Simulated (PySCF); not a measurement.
# Correlation energy of O²⁺ (oxygen, charge +2)

[He] 2s2 2p2, high-spin 3P determinant. Calculation: PySCF 2.14, in aug-cc-pVTZ with one added diffuse shell each of s, p, d, f type (6s5p4d3f, 62 functions); no relativity, point nucleus. Frozen: 1s2; 4 electrons correlated.

| level | correlation energy (mhartree) |
| --- | --- |
| CCSD | -96.89 |
| (T) | -1.33 |
| CCSD(T) | -98.22 |

Diagnostics: T1 = 0.0047, D1 = 0.0096, largest double amplitude 0.122.

Cost of the coupled-cluster step: of the order of 5 core-seconds, for 4 correlated electrons.
